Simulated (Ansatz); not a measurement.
Input for Ansatz (an electronic-structure program): R-B3LYP-D3(BJ)/def2-TZVP on HNSi (SMILES N#[SiH]).

Ansatz 0.2 input:
```yaml
crystal:
  periodic: [false, false, false]
  atoms:
    - {symbol: H, position_ang: [0.00000000, 0.00000000, -1.51670000]}
    - {symbol: Si, position_ang: [0.00000000, 0.00000000, -0.02670000]}
    - {symbol: N, position_ang: [0.00000000, 0.00000000, 1.54330000]}
basis:
  gaussian:
    orbitals: def2-TZVP
hamiltonian:
  xc: b3lyp
  dispersion: d3bj
relax: {f_tol: 0.001, max_steps: 120}
accuracy: high
scf: {lower_state_search: off}
```

It printed:

```
WARN ansatz: RAYON_NUM_THREADS=1 ignored (pool sized by the plan → 1); use --threads N
Functional definition: B3LYP
these checks for a lower state are left out or cut short: stability, starts, cluster_reference, orbital_swaps, neighbouring_geometries, increment
integrals: 0.06 GiB planned
1168 factors; integrals over basis functions are off by at most 2.2e-9 eV
mean field: 0.22 GiB planned
mean field evaluation 1: about -9363.6765 eV, gradient 8.6e1 eV
mean field evaluation 2: about -9226.5338 eV, gradient 1.7e2 eV
mean field evaluation 4: about -9381.1617 eV, gradient 9.4e0 eV
mean field evaluation 8: about -9381.4572 eV, gradient 9.4e-2 eV
mean field evaluation 16: about -9381.4566 eV, gradient 6.4e-7 eV
mean field -9381.45658184 eV, -344.7621704029 hartree, gradient 7.3e-9 eV, S^2 0.000000; 0 other end points of the search recorded, 0 dependent functions left out
the calculation of the forces begins
reference -9381.45661139 eV, -344.7621714887 hartree; 11, 11 occupied and 63, 63 virtual orbitals, 1168 factors
relax step   1: F+E_penalty+E_count = -9381.52620158 eV  Δ(F+E_penalty+E_count) = +0.000e0 eV  max|allowed force component| = 5.219e-1 eV/Å  Δτ_max = 0.0000 Å  (19 SCF iters, accepted)
these checks for a lower state are left out or cut short: stability, starts, cluster_reference, orbital_swaps, neighbouring_geometries, increment
integrals: 0.06 GiB planned
1168 factors; integrals over basis functions are off by at most 2.2e-9 eV
mean field: 0.22 GiB planned
mean field -9381.45901681 eV, -344.7622598863 hartree, gradient 2.0e-8 eV, S^2 0.000000; 0 other end points of the search recorded, 0 dependent functions left out
the calculation of the forces begins
reference -9381.45904635 eV, -344.7622609720 hartree; 11, 11 occupied and 63, 63 virtual orbitals, 1168 factors
relax step   2: F+E_penalty+E_count = -9381.52868594 eV  Δ(F+E_penalty+E_count) = -2.484e-3 eV  max|allowed force component| = 2.393e-1 eV/Å  Δτ_max = 0.0053 Å  (20 SCF iters, accepted)
these checks for a lower state are left out or cut short: stability, starts, cluster_reference, orbital_swaps, neighbouring_geometries, increment
integrals: 0.06 GiB planned
1168 factors; integrals over basis functions are off by at most 2.2e-9 eV
mean field: 0.22 GiB planned
mean field evaluation 32: about -9381.4602 eV, gradient 3.6e-1 eV
mean field -9381.45956607 eV, -344.7622800715 hartree, gradient 1.3e-8 eV, S^2 0.000000; 0 other end points of the search recorded, 0 dependent functions left out
the calculation of the forces begins
reference -9381.45959561 eV, -344.7622811571 hartree; 11, 11 occupied and 63, 63 virtual orbitals, 1168 factors
relax step   3: F+E_penalty+E_count = -9381.52926879 eV  Δ(F+E_penalty+E_count) = -5.829e-4 eV  max|allowed force component| = 4.067e-3 eV/Å  Δτ_max = 0.0038 Å  (20 SCF iters, accepted)
these checks for a lower state are left out or cut short: stability, starts, cluster_reference, orbital_swaps, neighbouring_geometries, increment
integrals: 0.06 GiB planned
1168 factors; integrals over basis functions are off by at most 2.2e-9 eV
mean field: 0.22 GiB planned
mean field -9381.45956684 eV, -344.7622800995 hartree, gradient 3.1e-8 eV, S^2 0.000000; 0 other end points of the search recorded, 0 dependent functions left out
the calculation of the forces begins
reference -9381.45959638 eV, -344.7622811851 hartree; 11, 11 occupied and 63, 63 virtual orbitals, 1168 factors
relax step   4: F+E_penalty+E_count = -9381.52926896 eV  Δ(F+E_penalty+E_count) = -1.716e-7 eV  max|allowed force component| = 2.504e-5 eV/Å  Δτ_max = 0.0001 Å  (15 SCF iters, accepted)
Total energy: -9381.52929850 eV, -344.7648426910 hartree
Atom 0 at    -0.000000    -0.000000    -1.508646 Å, force    -0.000000    -0.000000    -0.000003 eV/Å
Atom 1 at     0.000000     0.000000    -0.025705 Å, force     0.000000     0.000000     0.000025 eV/Å
Atom 2 at    -0.000000    -0.000000     1.534250 Å, force    -0.000000    -0.000000    -0.000022 eV/Å
Dipole moment:     0.000000    -0.000000    -0.970786 e Å
Checks for a lower state left out: stability, starts, cluster_reference, orbital_swaps, neighbouring_geometries, increment
```

Self-consistency was reached.

Cost: about 10 core-seconds (a rough figure).
